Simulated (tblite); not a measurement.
Start geometry of `s1cc(pc1[SiH3])F` from a force field or distance geometry (Å):
```
atom  x, y, z in Å
F1     3.3048    1.4131    0.6086
C2     2.2317    0.6690    0.2225
C3     2.1542   -0.6733   -0.5585
S4     0.3449   -1.0167   -0.6580
C5    -0.6145    0.1752    0.1454
Si6   -2.4259   -0.0603    0.1191
P7     0.7612    1.1418    0.6157
H8     2.9701   -1.2422   -0.9608
H9    -2.9091    0.0608    1.4940
H10   -2.6938   -1.4239   -0.3582
H11   -3.1180    0.9593   -0.6958
```

Question: What comes out of this run: GFN2-xTB geometry optimisation, gas phase (tblite)?

Answer: 
```
atom  x, y, z in Å
F1     3.201    1.213    0.480
C2     2.027    0.611    0.208
C3     1.998   -0.551   -0.489
S4     0.438   -1.194   -0.756
C5    -0.428    0.052    0.065
Si6   -2.313   -0.069    0.134
P7     0.496    1.323    0.757
H8     2.854   -1.076   -0.870
H9    -2.721    0.105    1.528
H10   -2.675   -1.394   -0.368
H11   -2.872    0.983   -0.716
```

The energy falls by 73.3 kcal/mol over 33 L-BFGS steps, the largest force on an atom goes from 10.15 to 0.009 eV/Å, and the atoms move by 0.224 Å rms after alignment. The bond that changes most is C2–C3 (aromatic C–F carbon to aromatic CH next to a ring sulfur), which shortens by 0.199 Å. Bonds longer at the end by more than 0.005 Å: 2 of 11; shorter: 6. Among the angles that change most is C2–P7–C5, from 119.8° to 92.5°. Rotational constants go from 3607, 932.5, 747.3 to 3007, 1051, 785.8 MHz. The orientation of the end geometry is arbitrary; only internal coordinates are fixed.

GFN2-xTB frequencies show an imaginary mode (39i cm⁻¹), so the point is no minimum at that level.

All values are computed, not measured.
